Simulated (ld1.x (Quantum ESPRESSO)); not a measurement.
# neon (Ne): excitation energies, all-electron against TM

```json
{
  "Element": "Ne (Z = 10)",
  "Generator": "ld1.x (Quantum ESPRESSO) 7.5",
  "Type": "norm-conserving Troullier–Martins (Kleinman–Bylander form)",
  "Functional": "PBE",
  "Relativity": "non-relativistic",
  "Frozen core": "[He]",
  "Valence charge": "8",
  "Reference configuration": "2s2 2p4.5 (charge +1.5)",
  "Partial waves": "2s (bound): rc 0.65 bohr; 2p (bound): rc 1.94 bohr; 3d channel at 0.2 Ry: rc 1.20 bohr",
  "Local potential": "all-electron potential smoothed inside 1.00 bohr (lloc = -1)",
  "Core correction": "none"
}
```

Energies are relative to the spin-unpolarised reference configuration 2s2 2p4.5; without spin polarisation the order of configurations can differ from experiment.

```csv
valence configuration,charge,ΔE all-electron (eV),error AE − PS (meV)
2s2 2p6,0,-41.313,+435
2s2 2p5,+1,-18.822,+83
2s2 2p4,+2,24.460,+125
2s2 2p5.5,+0.5,-32.437,+258
2s2 2p3,+3,91.897,+1570
2s1 2p6,+1,4.436,+396
2s2 2p2,+4,186.522,+5720
```
